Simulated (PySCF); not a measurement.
# GaP: from constants to spectrum

PBE0 constants of GaP, ³Σ⁻ (triplet), unpaired electrons π ↑↑ (PySCF, scalar-relativistic core potentials, basis sets Ga cc-pVTZ-PP with ECP10, P cc-pV(T+d)Z; masses 68.9256 and 30.9738 u):

```
ωe           : 291.1 cm⁻¹
ωexe         : 0.973 cm⁻¹
Be           : 0.13045 cm⁻¹
αe           : 0.000685 cm⁻¹
De to Ga + P : 2.14 eV
```

Task: What force constant and bond length do these constants imply?

Result: Reduced mass μred = 21.370 u; k = 5.8918×10⁻⁷·μred·ωe² (u, cm⁻¹, mdyn/Å) = 1.07 mdyn/Å; Re = √(16.8576/(μred·Be)) (u, cm⁻¹, Å) = 2.459 Å.

Task: Estimate the centrifugal constant D from the Kratzer relation and find the Dunham coefficient a1.

Result: D = 4Be³/ωe² = 1.05e-07 cm⁻¹; a1 = −1 − αeωe/(6Be²) = -2.95.

Spin–orbit coupling is left out. The state is the lowest determinant that a PBE0 search found; another state may lie lower at other levels.
